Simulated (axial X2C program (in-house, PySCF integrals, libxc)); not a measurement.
# Bond lengths and stretching modes, held linear, of HSnF

Computed with an in-house all-electron X2C program for linear molecules (integrals from PySCF): two-component X2C with atomic mean-field Coulomb and Gaunt terms, Gaussian nuclei, basis H dyall-v3z, Sn dyall-v3z, F dyall-av3z with contracted cores. Spin-free rows use the one-electron spin-free X2C Hamiltonian.

Masses H 1.008, Sn 119.902, F 18.998 u. States: 2c Ω = 0 (all partner blocks equally filled); spin-free M_S = 0, Λ = 0 (closed shell).

MP2, spin-free: energies above the lowest point

| r(H–Sn) (Å) | r(Sn–F) (Å) | E (meV) |
| --- | --- | --- |
| 1.9471 | 2.0416 | 14.38 |
| 1.9471 | 2.0940 | 0.00 |
| 1.9471 | 2.1463 | 15.90 |
| 1.9970 | 2.0416 | 11.65 |
| 1.9970 | 2.0940 | 1.88 |
| 1.9970 | 2.1463 | 22.22 |
| 1.9970 | 2.1987 | 66.27 |
| 2.0469 | 2.0416 | 23.73 |
| 2.0469 | 2.0940 | 18.49 |
| 2.0469 | 2.1463 | 43.15 |
| 2.0969 | 2.0940 | 47.62 |
| 2.0969 | 2.1987 | 128.76 |

Fit a quadratic surface with cubic terms in each bond: where is the minimum, and what are the two stretching wavenumbers?

At MP2, spin-free: bonds 1.968 and 2.087 Å; harmonic stretches 423.2 and 1317.9 cm⁻¹; force constants 1.02, 1.8 and coupling 0.26 mdyn/Å.

The other levels and Hamiltonians give:

| Hamiltonian | level | r(H–Sn) (Å) | r(Sn–F) (Å) | lower stretch (cm⁻¹) | upper stretch (cm⁻¹) |
| --- | --- | --- | --- | --- | --- |
| 2c | PBE0 | 1.997 | 2.091 | 414.7 | 1237.4 |
| 2c | HF | 2.011 | 2.075 | 404.5 | 1229.5 |
| 2c | TPSSh | 1.996 | 2.101 | 411.7 | 1241.9 |
| 2c | MP2 | 1.964 | 2.088 | 423.1 | 1310.6 |
| spin-free | PBE0 | 1.997 | 2.092 | 415.0 | 1255.4 |
| spin-free | HF | 2.016 | 2.074 | 405.0 | 1232.0 |
| spin-free | TPSSh | 1.995 | 2.101 | 411.9 | 1256.8 |

Each state is one determinant, the lowest of a limited PBE0 search; the stretches come from a fit to these few points and carry an uncertainty of a few per cent. Other orders of the atoms were not compared. MP2 freezes inner shells (threshold -2 hartree). The molecule was held linear; bending was not examined, so a bent shape may lie lower.
